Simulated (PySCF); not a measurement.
# What a mistake does to a calculation on AlGeH5NSi cation

All numbers below are calculated, not measured. The program is PySCF 2.14.0, an open-source quantum chemistry code, run on an isolated molecule that a program drew, which may never have been made. The molecule is AlGeH5NSi cation (charge +1, singlet), drawn as the SMILES string `[AlH]=[N][SiH+][GeH3]`.

Each row is a Hartree-Fock (HF) and frozen-core CCSD(T) single point in the cc-pV(D+d)Z basis, meant for a local HF minimum. Run 1 is clean. Each other run has one planted mistake out of seven kinds, and not every kind appears here: one electron removed, one electron added, multiplicity raised by two, geometry at a saddle point, minimal basis STO-3G, one bond length entered in bohr, all coordinates scaled. The reference is restricted for singlets and unrestricted otherwise, and also for a bond in bohr. Adding or removing an electron swaps singlet and doublet. Electrons count all cores. HOMO and LUMO are orbital energies over both spins, the gradient is its largest component, and the lowest frequency (negative if imaginary) is given only where the gradient is small. Bond lengths are over the 8 bonds as drawn. T1 is the CCSD diagnostic: over 0.02 (restricted) or 0.045 (unrestricted) a single reference is doubtful. Germanium has the cc-pVDZ-PP basis, with a core potential (ECP10MDF) in place of its 10 inner electrons, and its 3s, 3p and 3d shells are frozen in CCSD(T).

Geometry of the clean run:
```xyz
9
AlGeH5NSi cation, angstrom
Al    0.9115   -2.6053   -1.8053
N     0.5130   -1.0527   -1.3743
Si    0.0749    0.4212   -0.9226
Ge    1.1948    2.4512   -1.6216
H     1.2978   -4.0374   -2.2175
H    -1.0853    0.5495   -0.0207
H     1.7147    3.1061   -0.3492
H     2.3121    2.0334   -2.5645
H     0.1365    3.3059   -2.3051
```

| run | electrons | basis functions | <S^2> | HOMO (eV) | LUMO (eV) | gradient (hartree/bohr) | lowest frequency (cm^-1) | mean bond (Å) | longest bond (Å) | T1 | HF (hartree) | CCSD(T) (hartree) | mistake |
|---|---|---|---|---|---|---|---|---|---|---|---|---|---|
| 1 | 70 | 108 | 0.000 | -14.33 | -3.57 | 2.4e-05 | 29 | 1.6580 | 2.422 | 0.0181 | -881.36329 | -881.81624 | no fault |
| 2 | 70 | 108 | 2.023 | -10.31 | -5.95 | 1.1e-01 | - | 1.6580 | 2.422 | 0.0670 | -881.24715 | -881.68902 | multiplicity raised by two |
| 3 | 71 | 108 | 0.864 | -4.97 | 1.46 | 4.4e-02 | - | 1.6580 | 2.422 | 0.0268 | -881.51848 | -881.99625 | one electron added |
| 4 | 70 | 108 | 0.000 | -14.58 | -3.50 | 4.4e-02 | - | 1.5950 | 2.330 | 0.0166 | -881.34784 | -881.79398 | ? |

**Which mistake was planted in run 4, and what did it cost?**

The mean and the longest bond both change by the same factor, 0.962, and the gradient is no longer small. So the mistake is: all coordinates scaled. Subtracting run 1 and multiplying by 627.51 kcal/mol a hartree, the energy moved by 9.7 kcal/mol in HF and 14.0 kcal/mol in CCSD(T).

Cautions from the logs. Run 2: T1 is over the limit, so its CCSD(T) energy is less reliable.
